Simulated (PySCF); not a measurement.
Tl(I) cation (ITl), SMILES [Tl][I] (connectivity only; charge and spin as stated), charge +1, multiplicity 2.

Geometry: B3LYP-D3(BJ)/def2-TZVP. The spin state was assumed, not searched. The def2 effective core potentials stand for the cores of I, Tl; spin–orbit coupling is left out.

Two levels are set side by side: PBE/def2-TZVPD (PySCF) and CAM-B3LYP/def2-TZVPD (PySCF). Same geometry, gas phase. Differences are taken from unrounded values.

```json
[
 {"quantity": "α-spin orbital gap (eV)", "CAM-B3LYP": "7.89", "PBE": "4.04", "PBE minus CAM-B3LYP": "-3.86"},
 {"quantity": "β-spin orbital gap (eV)", "CAM-B3LYP": "4.77", "PBE": "0.13", "PBE minus CAM-B3LYP": "-4.63"}
]
```

Rough cost on one machine, each run with all the roots and properties that it gave: CAM-B3LYP against PBE within a factor of 2.
